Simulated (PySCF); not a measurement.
**C₆ coefficients of unlike pairs at PW91**

Calculated with PySCF 2.14 from the dipole response of each species, C₆(A,B) = (3/π) ∫ α_A(iu) α_B(iu) du, in atomic units, from isotropic polarisabilities. For ions this is the dispersion term alone; charge-induced terms of lower order in 1/R come first.

| species | configuration | basis | relativity | α (bohr³) | C₆ (like pair) |
| --- | --- | --- | --- | --- | --- |
| Cu+ | [Ar] 3d10 (1S) | aug-cc-pVTZ-DK (8s7p5d3f2g) | spin-free X2C | 7.257 | 22.40 |
| B(3+) | 1s2 (1S) | aug-cc-pVQZ-DK (6s5p4d3f2g) | spin-free X2C | 0.01993 | 0.002476 |
| Ir+ | [Xe] 4f14 5d7 6s1 (5F) | def2-TZVPPD with the def2 core potential (60 electrons) (6s5p3d2f1g) | core potential | 21.84 | 165.9 |
| F+ | [He] 2s2 2p4 (3P) | aug-cc-pwCVQZ (9s8p6d4f2g) | none | 1.883 | 3.525 |

Estimate C₆ for Ir+ with B(3+).

The integral gives 0.3638. The combination rule 2 C_A C_B / (C_A α_B/α_A + C_B α_A/α_B) gives 0.2868 and the geometric mean 0.6409.

No spin-orbit coupling is included.

The other pairs:

```csv
pair,C₆
"B(3+), Cu+",0.1585
"F+, B(3+)",0.06907
"Ir+, Cu+",60.27
"F+, Ir+",22.54
"F+, Cu+",8.616
```
